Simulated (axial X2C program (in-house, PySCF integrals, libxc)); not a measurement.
Potential curves of WBr, with spin–orbit coupling

All values were computed with an axial X2C code built on PySCF integrals. Two-component (2c) means X2C with spin–orbit coupling and atomic mean-field two-electron Coulomb and Gaunt terms. Basis: W dyall-cv3z [13s14p9d7f4g], Br dyall-cv3z [8s9p6d4f1g] (cores contracted in-house); Gaussian nuclei, density fitting, unrestricted open shells. Masses: W 183.951 u, Br 78.918 u.

State: Ω = 5/2 (⟨Sz⟩ = 2.48, ⟨Lz⟩ = 0.02 at HF). Energies in cm⁻¹ from the lowest point of each curve. Fits are polynomials in 1 − R0/R over 0.85 to 1.23 times the lowest point R0.

| R (Å) | HF | PBE0 | PBE50 | LDA |
| --- | --- | --- | --- | --- |
| 2.0993 | 12804 | 8368 | 8547 | 6170 |
| 2.1958 | 6333 | 3420 | 3505 | 2101 |
| 2.2682 | 3276 | 1342 | 1380 | 578 |
| 2.3406 | 1371 | 286 | 297 | 0 |
| 2.4130 | 351 | 0 | 0 | 124 |
| 2.4975 | 0 | 375 | 382 | 901 |
| 2.5819 | 312 | 1289 | 1321 | 2146 |
| 2.6905 | 1384 | 2979 | 3066 | 4168 |
| 2.8232 | 3333 | 5486 | 5670 | 6961 |
| 3.0162 | 6767 | 9420 |  | 11119 |
| 3.2817 | 11710 | 14539 |  | 16300 |
| 3.6195 | 17450 | 19585 |  | 21372 |

Occupations by symmetry block were frozen at the best pattern of an incomplete PBE0 search. Density functionals use the spin component along the axis (collinear). With several unpaired electrons one determinant need not be a pure state. This is the top spin component of a Σ state; components of lower Ω are not single determinants and can lie lower. The stretched end of a curve changes character and is left out.

(1) What are Re and ωe at the HF level?

(2) Fit the PBE0 curve near its minimum: give the equilibrium distance and the harmonic wavenumber.

(3) What are Re and ωe at the PBE50 level?

(4) What are Re and ωe at the LDA level?

Results:

(1) At HF, 2c: Re = 2.495 Å, ωe ≈ 238 cm⁻¹; Be follows as 0.049 cm⁻¹.

(2) At PBE0, 2c: Re = 2.410 Å, ωe ≈ 259 cm⁻¹; Be follows as 0.0526 cm⁻¹.

(3) At PBE50, 2c: Re = 2.410 Å, ωe ≈ 262 cm⁻¹; Be follows as 0.0526 cm⁻¹.

(4) At LDA, 2c: Re = 2.361 Å, ωe ≈ 272 cm⁻¹; Be follows as 0.0547 cm⁻¹.
